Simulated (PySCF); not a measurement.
## F²⁺: ionisation energy

F²⁺ [He] 2s2 2p3 (4S) → F³⁺ [He] 2s2 2p2 (3P), as a difference of total energies. Computed with PySCF 2.14 in dyall-acv3z (15s9p4d2f, 76 functions), with no relativity, point nucleus. Correlated levels: valence: 1s2 frozen; virtual orbitals above 40 to 60 times the deepest correlated orbital energy dropped. The calculations carry no spin-orbit coupling.

| method | ionisation energy (eV) | plus first-order spin-orbit estimate | difference from reference of that sum (eV) |
| --- | --- | --- | --- |
| UHF | 62.258 | 62.204 | -0.504 |
| MP2 (valence) | 62.850 | 62.796 | +0.088 |
| SCS-MP2 (valence) | 62.584 | 62.530 | -0.178 |
| CCSD (valence) | 62.627 | 62.573 | -0.135 |
| CCSD(T) (valence) | 62.629 | 62.575 | -0.133 |

Reference: 62.708 eV (semi-empirical (NIST evaluation); NIST Atomic Spectra Database, ionization energies).

A first-order spin-orbit estimate (lowest level to lowest level, LS coupling) adds -0.054 eV.

Errors of the correlated levels include the incompleteness of this basis and the frozen core.
